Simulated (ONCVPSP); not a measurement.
**Potentials for Sn (Z = 50) compared**

Generated with ld1.x 7.5 (TM, RRKJ, ultrasoft, PAW), atompaw 4.2 or ONCVPSP 4.0.1. The cutoff is in Ry: for ld1.x and atompaw files where the sum of valence levels is converged to 10 mRy in a Bessel basis, for ONCV files where the hardest occupied wave has 1 mHa per electron of residual kinetic energy. The error is the largest all-electron minus pseudo excitation energy over each file’s own four to seven test configurations (ionisations up to +4, promotions, holes and added fractions of an electron), all of which were solved. The labels leave out finer settings (local radius, basis sizes, second energies), which also bear on the numbers. Spin-polarised tests are not counted. The rows are a selection from randomly drawn settings: files with unsolved tests, undetermined cutoffs or missed reference levels are left out.

A true bound ghost makes a file unfit for plane-wave use even where its test errors are small: the radial tests pick states by their node count and pass the ghost by.

```tsv
potential	cutoff (Ry)	largest error (meV)	bound ghosts
ONCV, PBEsol, scalar-relativistic, rc 1.95/2.40/1.55 (spd), local smoothed, core correction yes, reference 4d10 5s2 5p2, qcut 2.6/2.8/10.2, projectors 2/1/2	73	-9.5	s, p, d
ONCV, PBE, fully relativistic, rc 1.55/1.15/1.32 (spd), local smoothed, core correction yes, reference 4s2 4p6 4d10 5s2 5p2, qcut 9/14.1/12.9, projectors 2/3/2	139	-6.6	none
ONCV, LDA (Perdew-Zunger), scalar-relativistic, rc 1.80/2.45/0.95 (spd), local smoothed, core correction no, reference 4d10 5s2 5p2, qcut 2.9/3.3/9, projectors 2/2/2	189	-5.6	s, p
ONCV, LDA (Perdew-Wang 92), scalar-relativistic, rc 1.15/1.15/1.60 (spd), local smoothed, core correction no, reference 4s2 4p6 4d10 5s2 5p2, qcut 11.6/14.9/9.1, projectors 2/3/2	122	-9.4	none
```

Fill in the row for Sn: ONCV, PW91, fully relativistic, rc 1.90/1.75/1.05 (spd), local smoothed, core correction no, reference 4p6 4d10 5s1.75 5p2.25, qcut 3.3/8.8/8.9, projectors 2/2/2.

cutoff 88 Ry, largest error -50 meV, bound ghosts: s.
